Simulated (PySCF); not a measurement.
PySCF input file for C2H6N2Si, SMILES C#C[SiH](N)N, TDDFT-B3LYP/def2-SVPD. Coordinates come from a r2SCAN-D4/def2-SVP optimisation. The structure was generated by enumeration, and PubChem lists no compound with its InChIKey, so it may never have been made. One conformer was computed; it need not be the lowest.

```python
import numpy as np
from pyscf import gto, scf, dft, tdscf

mol = gto.M(
    atom='''
    C     2.58788391   -0.30064054    0.09471763
    C     1.38035459   -0.13246366    0.18260204
    Si   -0.45270233    0.06402627    0.34000504
    N    -1.41932645   -1.23251620   -0.25218202
    N    -0.80502473    1.45767342   -0.60716955
    H     3.65050487   -0.44832897    0.01607819
    H    -0.74620604    0.10010814    1.80629603
    H    -1.34600333   -1.50876860   -1.22728298
    H    -1.59646856   -2.03633333    0.34202591
    H    -0.11262999    2.19333266   -0.70178830
    H    -1.75033697    1.82614676   -0.64385640
    ''',
    basis='def2-SVPD',
    charge=0,
    spin=0,
    max_memory=1600,
    verbose=4,
)
mf = dft.RKS(mol, xc='b3lyp').density_fit(auxbasis='def2-universal-jkfit')
mf.grids.level = 3
mf.conv_tol = 1e-9
mf.max_cycle = 100
mf.kernel()
mf.grids = dft.Grids(mol).set(level=1).build(with_non0tab=True)  # coarser grid for the response kernel
td = tdscf.TDDFT(mf)
td.singlet = True
td.nstates = 10
td.conv_tol = 1e-4
td.positive_eig_threshold = 1e-6
td.kernel(x0=td.get_init_guess(mf, 15))
td.analyze()
tt = tdscf.TDA(mf)
tt.singlet = False
tt.nstates = 4
tt.conv_tol = 1e-4
tt.positive_eig_threshold = 1e-6
tt.kernel(x0=tt.get_init_guess(mf, 9))
tt.analyze(verbose=3)
```

Program output:

```
PySCF version 2.14.0

[INPUT] verbose = 4
[INPUT] num. atoms = 11
[INPUT] num. electrons = 46
[INPUT] charge = 0
[INPUT] spin (= nelec alpha-beta = 2S) = 0
[INPUT] symmetry False subgroup None
[INPUT] Mole.unit = angstrom
[INPUT] Symbol           X                Y                Z      unit          X                Y                Z       unit  Magmom
[INPUT]  1 C      2.587883910000  -0.300640540000   0.094717630000 AA    4.890391832069  -0.568128282541   0.178990379868 Bohr   0.0
[INPUT]  2 C      1.380354590000  -0.132463660000   0.182602040000 AA    2.608492129886  -0.250320038858   0.345067845387 Bohr   0.0
[INPUT]  3 Si    -0.452702330000   0.064026270000   0.340005040000 AA   -0.855483419652   0.120992115077   0.642516406572 Bohr   0.0
[INPUT]  4 N     -1.419326450000  -1.232516200000  -0.252182020000 AA   -2.682138271851  -2.329118062090  -0.476554951340 Bohr   0.0
[INPUT]  5 N     -0.805024730000   1.457673420000  -0.607169550000 AA   -1.521276263202   2.754603542858  -1.147384160675 Bohr   0.0
[INPUT]  6 H      3.650504870000  -0.448328970000   0.016078190000 AA    6.898454420691  -0.847218967008   0.030383375679 Bohr   0.0
[INPUT]  7 H     -0.746206040000   0.100108140000   1.806296030000 AA   -1.410125048096   0.189176967440   3.413404796589 Bohr   0.0
[INPUT]  8 H     -1.346003330000  -1.508768600000  -1.227282980000 AA   -2.543577656453  -2.851159439343  -2.319228709540 Bohr   0.0
[INPUT]  9 H     -1.596468560000  -2.036333330000   0.342025910000 AA   -3.016888344879  -3.848112292024   0.646335297405 Bohr   0.0
[INPUT] 10 H     -0.112629990000   2.193332660000  -0.701788300000 AA   -0.212839834513   4.144798027464  -1.326187684424 Bohr   0.0
[INPUT] 11 H     -1.750336970000   1.826146760000  -0.643856400000 AA   -3.307657499001   3.450917239662  -1.216712259548 Bohr   0.0

nuclear repulsion = 207.736801427513
number of shells = 66
number of NR pGTOs = 222
number of NR cGTOs = 152
basis = def2-SVPD
ecp = {}


******** <class 'pyscf.df.df_jk.DFRKS'> ********
method = DFRKS
initial guess = minao
damping factor = 0
level_shift factor = 0
DIIS = <class 'pyscf.scf.diis.CDIIS'>
diis_start_cycle = 1
diis_space = 8
diis_damp = 0
SCF conv_tol = 1e-09
SCF conv_tol_grad = None
SCF max_cycles = 100
direct_scf = False
XC library pyscf.dft.libxc version 7.1.2
    S. Lehtola, C. Steigemann, M. J. T. Oliveira, and M. A. L. Marques,  SoftwareX 7, 1–5 (2018)
XC functionals = b3lyp
    P. J. Stephens, F. J. Devlin, C. F. Chabalowski, and M. J. Frisch,  J. Phys. Chem. 98, 11623 (1994)
radial grids:
    Treutler-Ahlrichs [JCP 102, 346 (1995); DOI:10.1063/1.469408] (M4) radial grids

becke partition: Becke, JCP 88, 2547 (1988); DOI:10.1063/1.454033
pruning grids: <function nwchem_prune>
grids dens level: 3
symmetrized grids: False
atomic radii adjust function: <function treutler_atomic_radii_adjust>
small_rho_cutoff = 0
Set gradient conv threshold to 3.16228e-05
Initial guess from minao.
tot grids = 134072
******** <class 'pyscf.df.df.DF'> ********
auxbasis = def2-universal-jkfit
init E= -478.906245763223
  HOMO = -0.320055391981971  LUMO = -0.0736658798673502  gap/eV = 6.70460
cycle= 1 E= -478.533320908438  delta_E= 0.373  |g|= 0.642  |ddm|= 7.64
  HOMO = -0.170971293666336  LUMO = 0.0228349541387209  gap/eV = 5.27374
cycle= 2 E= -478.422152250188  delta_E= 0.111  |g|= 0.935  |ddm|= 2.96
  HOMO = -0.267277300409906  LUMO = -0.00361533061524157  gap/eV = 7.17461
cycle= 3 E= -478.623009978264  delta_E= -0.201  |g|= 0.155  |ddm|= 1.61
  HOMO = -0.267051723302433  LUMO = -0.00748936728875626  gap/eV = 7.06305
cycle= 4 E= -478.628377047127  delta_E= -0.00537  |g|= 0.0702  |ddm|= 0.277
  HOMO = -0.265603017536296  LUMO = -0.00799515231270948  gap/eV = 7.00987
cycle= 5 E= -478.629539192062  delta_E= -0.00116  |g|= 0.0209  |ddm|= 0.0928
  HOMO = -0.265868949420446  LUMO = -0.00638297838250655  gap/eV = 7.06097
cycle= 6 E= -478.62965580901  delta_E= -0.000117  |g|= 0.00228  |ddm|= 0.0395
  HOMO = -0.265942200505431  LUMO = -0.00654576015605248  gap/eV = 7.05854
cycle= 7 E= -478.629657455853  delta_E= -1.65e-06  |g|= 0.000422  |ddm|= 0.00741
  HOMO = -0.265986254488269  LUMO = -0.00654494786655223  gap/eV = 7.05976
cycle= 8 E= -478.629657507451  delta_E= -5.16e-08  |g|= 7.56e-05  |ddm|= 0.000993
  HOMO = -0.265986765389122  LUMO = -0.00653994305354821  gap/eV = 7.05991
cycle= 9 E= -478.629657509032  delta_E= -1.58e-09  |g|= 1.44e-05  |ddm|= 0.000194
  HOMO = -0.26598691246528  LUMO = -0.00654113560292389  gap/eV = 7.05988
cycle= 10 E= -478.629657509067  delta_E= -3.51e-11  |g|= 9.48e-06  |ddm|= 4.18e-05
  HOMO = -0.265985812183844  LUMO = -0.00654084653803417  gap/eV = 7.05986
Extra cycle  E= -478.629657509035  delta_E= 3.21e-11  |g|= 1.54e-05  |ddm|= 3.27e-05
converged SCF energy = -478.629657509035
tot grids = 41848
Overwritten attributes  positive_eig_threshold  of <class 'pyscf.tdscf.rks.TDDFT'>


******** <class 'pyscf.tdscf.rks.TDDFT'> for <class 'pyscf.df.df_jk.DFRKS'> ********
nstates = 10 singlet
deg_eia_thresh = 1.000e-03
wfnsym = None
conv_tol = 0.0001
eigh lindep = 1e-12
eigh level_shift = 0
eigh max_cycle = 100


Excitation energies (eV)
[5.9299126  6.03712532 6.05807987 6.18233298 6.29217911 6.46526102
 6.6533566  6.91380635 7.00633771 7.36717247]

** Singlet excitation energies and oscillator strengths **
Excited State   1:      5.92991 eV    209.08 nm  f=0.0025
      20 -> 25       -0.23326
      20 -> 26        0.11882
      21 -> 24        0.39870
      21 -> 25       -0.10861
      22 -> 25        0.21892
      23 -> 24       -0.12511
      23 -> 25       -0.40156
Excited State   2:      6.03713 eV    205.37 nm  f=0.0207
      20 -> 24        0.11548
      21 -> 24        0.27166
      21 -> 25       -0.35831
      22 -> 24       -0.24002
      23 -> 24        0.43377
      23 -> 25        0.13288
Excited State   3:      6.05808 eV    204.66 nm  f=0.0068
      20 -> 24       -0.12026
      20 -> 25        0.11577
      21 -> 24        0.43528
      21 -> 25        0.11068
      21 -> 26       -0.10105
      23 -> 24       -0.27215
      23 -> 25        0.41381
Excited State   4:      6.18233 eV    200.55 nm  f=0.0059
      20 -> 25       -0.14226
      21 -> 24       -0.14913
      22 -> 24       -0.10416
      22 -> 25        0.58726
      23 -> 25        0.28143
Excited State   5:      6.29218 eV    197.04 nm  f=0.0221
      20 -> 24       -0.11533
      21 -> 25        0.11964
      22 -> 24        0.53799
      22 -> 25        0.13288
      23 -> 24        0.37530
Excited State   6:      6.46526 eV    191.77 nm  f=0.0516
      20 -> 24        0.45282
      20 -> 25        0.20355
      21 -> 25       -0.23545
      22 -> 24        0.26731
      22 -> 26        0.13071
      23 -> 24       -0.20978
      23 -> 26       -0.17393
Excited State   7:      6.65336 eV    186.35 nm  f=0.0234
      20 -> 24       -0.12239
      20 -> 25        0.49615
      20 -> 26       -0.12220
      21 -> 25        0.16274
      22 -> 24       -0.19316
      22 -> 25        0.27059
      23 -> 25       -0.23102
Excited State   8:      6.91381 eV    179.33 nm  f=0.0114
      20 -> 24       -0.10984
      20 -> 25       -0.15473
      22 -> 26       -0.12932
      22 -> 28       -0.10099
      23 -> 26       -0.64766
Excited State   9:      7.00634 eV    176.96 nm  f=0.0101
      20 -> 24        0.13168
      20 -> 25        0.13445
      22 -> 26       -0.64923
      23 -> 28       -0.13520
Excited State  10:      7.36717 eV    168.29 nm  f=0.0507
      20 -> 24       -0.13196
      21 -> 24       -0.13566
      21 -> 25       -0.32749
      21 -> 26       -0.57506

** Transition electric dipole moments (AU) **
state          X           Y           Z        Dip. S.      Osc.
  1        -0.0861      0.0876      0.0427      0.0169      0.0025
  2         0.3694     -0.0291      0.0519      0.1400      0.0207
  3        -0.1471     -0.0168     -0.1542      0.0457      0.0068
  4        -0.0468     -0.0452     -0.1867      0.0391      0.0059
  5        -0.0607     -0.3560      0.1126      0.1431      0.0221
  6        -0.5629      0.0882     -0.0313      0.3256      0.0516
  7         0.2949      0.2370      0.0248      0.1437      0.0234
  8        -0.0391      0.1602      0.2004      0.0673      0.0114
  9         0.1298      0.0398      0.2009      0.0588      0.0101
 10        -0.4550      0.1250     -0.2416      0.2810      0.0507

** Transition velocity dipole moments (imaginary part, AU) **
state          X           Y           Z        Dip. S.      Osc.
  1        -0.0185      0.0196      0.0092      0.0008      0.0025
  2         0.0820     -0.0064      0.0121      0.0069      0.0208
  3        -0.0331     -0.0041     -0.0349      0.0023      0.0070
  4        -0.0120     -0.0118     -0.0447      0.0023      0.0067
  5        -0.0155     -0.0850      0.0246      0.0081      0.0233
  6        -0.1350      0.0230     -0.0093      0.0188      0.0529
  7         0.0708      0.0605      0.0051      0.0087      0.0237
  8        -0.0138      0.0433      0.0541      0.0050      0.0131
  9         0.0376      0.0153      0.0565      0.0048      0.0125
 10        -0.1248      0.0367     -0.0794      0.0232      0.0572

** Transition magnetic dipole moments (imaginary part, AU) **
state          X           Y           Z
  1         0.1372     -0.2826      0.1694
  2         0.0518      0.1595     -0.2122
  3         0.2922      0.2015      0.0550
  4         0.6239      0.3166      0.0446
  5        -0.0906      0.2513      0.2168
  6         0.0024     -0.1752      0.6067
  7         0.1630     -0.2091      0.0548
  8        -0.3432      0.0965      0.5529
  9        -0.0220     -0.0028     -0.4358
 10        -0.1006     -0.4490     -0.2168
Overwritten attributes  positive_eig_threshold  of <class 'pyscf.tdscf.rks.TDA'>


******** <class 'pyscf.tdscf.rks.TDA'> for <class 'pyscf.df.df_jk.DFRKS'> ********
nstates = 4 triplet
deg_eia_thresh = 1.000e-03
wfnsym = None
conv_tol = 0.0001
eigh lindep = 1e-12
eigh level_shift = 0
eigh max_cycle = 100


Excitation energies (eV)
[4.88076769 5.32018564 5.32365708 5.86127526]

** Triplet excitation energies and oscillator strengths **
Excited State   1:      4.88077 eV    254.03 nm  f=0.0000
Excited State   2:      5.32019 eV    233.04 nm  f=0.0000
Excited State   3:      5.32366 eV    232.89 nm  f=0.0000
Excited State   4:      5.86128 eV    211.53 nm  f=0.0000
```

The calculation finished and met its thresholds.
